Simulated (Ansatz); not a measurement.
```xyz
2

C    -0.0382    0.0227   -0.3086
H    -0.0661    0.0059    1.1013
```

Basis set: STO-3G (spherical functions). Correlated methods keep 1 orbital frozen. Charge 0, multiplicity 2.

Computed with Ansatz (development build ahead of 0.2.0); each method stands on the lowest determinant of its kind that the runs found.

Q: Give the atomization energy at this shape (free ground-state atoms in the same class of orbitals less the molecule, no zero-point energy) of doublet CH by UHF-MP2, UHF.

A:

| method | atomization energy |
| --- | --- |
| UHF-MP2 | 56.69 kcal/mol |
| UHF | 45.58 kcal/mol |

Caution: the unrestricted determinant is spin contaminated. Caution for UHF-MP2: bonds are stretched, where a single reference can fail.

This basis has no polarisation functions and is too small for such energies, which can lie far from measured ones in either direction.
